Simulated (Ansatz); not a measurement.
C₂H₆MgO (`C[CH2][Mg][OH]`), 10 atoms. Total charge 0; spin multiplicity 1. Correlated methods include outer-core shells of Mg, which these sets cover unevenly. All runs use 4 threads of an Arm Neoverse V1 on a shared host. Correlated methods freeze the cores.

How many basis functions does each run have, and how long does it take in Ansatz? RKS PBE-D4/def2-TZVPP energy and forces; RKS PBE0-D4/def2-TZVP frequencies; RHF-MP2/def2-QZVPP energy; RHF-CCSD(T)/def2-TZVPP energy; direct RPA on PBE orbitals/def2-TZVPP energy; RHF-CCSD(T)/def2-SVP energy; RKS ωB97M-V/def2-SVP energy; RKS PBE0-D4/def2-TZVP relaxation (15 steps); RKS PBE0-D4/def2-QZVPP energy; RKS BHLYP-D4/def2-TZVPP energy; RKS CAM-B3LYP-D4/def2-TZVPP energy; RKS PBE0-D4/def2-SVP energy. (Estimate.)

The calculation gave: Other jobs shared the machine, so times are rough.

```json
{"level": "RKS PBE0-D4/def2-SVP", "job": "energy", "functions": "90", "wall time": "0.7 s", "peak host memory (GiB)": "0.38"}
{"level": "RKS PBE-D4/def2-TZVPP", "job": "energy and forces", "functions": "209", "wall time": "1.6 s", "peak host memory (GiB)": "0.23"}
{"level": "RKS BHLYP-D4/def2-TZVPP", "job": "energy", "functions": "209", "wall time": "1.8 s", "peak host memory (GiB)": "0.4"}
{"level": "RKS CAM-B3LYP-D4/def2-TZVPP", "job": "energy", "functions": "209", "wall time": "2 s", "peak host memory (GiB)": "0.44"}
{"level": "RKS ωB97M-V/def2-SVP", "job": "energy", "functions": "90", "wall time": "3.2 s", "peak host memory (GiB)": "0.38"}
{"level": "RHF-CCSD(T)/def2-SVP", "job": "energy", "functions": "90", "wall time": "3.6 s", "peak host memory (GiB)": "0.38"}
{"level": "direct RPA on PBE orbitals/def2-TZVPP", "job": "energy", "functions": "209", "wall time": "3.9 s", "peak host memory (GiB)": "0.43"}
{"level": "RKS PBE0-D4/def2-QZVPP", "job": "energy", "functions": "414", "wall time": "4.5 s", "peak host memory (GiB)": "1.1"}
{"level": "RHF-MP2/def2-QZVPP", "job": "energy", "functions": "414", "wall time": "11 s", "peak host memory (GiB)": "1.9"}
{"level": "RKS PBE0-D4/def2-TZVP", "job": "relaxation (15 steps)", "functions": "161", "wall time": "28 s", "peak host memory (GiB)": "0.34"}
{"level": "RHF-CCSD(T)/def2-TZVPP", "job": "energy", "functions": "209", "wall time": "74 s", "peak host memory (GiB)": "3.2"}
{"level": "RKS PBE0-D4/def2-TZVP", "job": "frequencies", "functions": "161", "wall time": "76 s", "peak host memory (GiB)": "0.38"}
```
